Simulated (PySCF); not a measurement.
**Re: ionisation energy**

Re [Xe] 4f14 5d5 6s2 [5d3/2^4 5d5/2^1, M_J = 5/2] → Re⁺ [Xe] 4f14 5d5 6s1 [5d3/2^4 5d5/2^1 6s1/2^1, M_J = 3], as a difference of total energies. Computed with PySCF 2.14 in x2c-TZVPall-2c (11s11p10d2f, 108 functions), with the two-component X2C-1e Hamiltonian. "Screened" scales the spin-orbit matrix elements by Boettger's factors to mimic the two-electron term; Breit and QED terms are absent.

```csv
method,ionisation energy (eV)
GHF (spin-free),5.964
GHF (screened spin-orbit),5.977
```

Errors of the correlated levels include the incompleteness of this basis and the frozen core.

The labels give the starting determinants; with spin-orbit coupling the two ends relaxed to ⟨J²⟩ = 8.81, ⟨L²⟩ = 0.23, ⟨S²⟩ = 8.72 and ⟨J²⟩ = 12.01, ⟨L²⟩ = 0.21, ⟨S²⟩ = 11.93.

For comparison: 7.834 eV (measured; NIST Atomic Spectra Database, ionization energies).
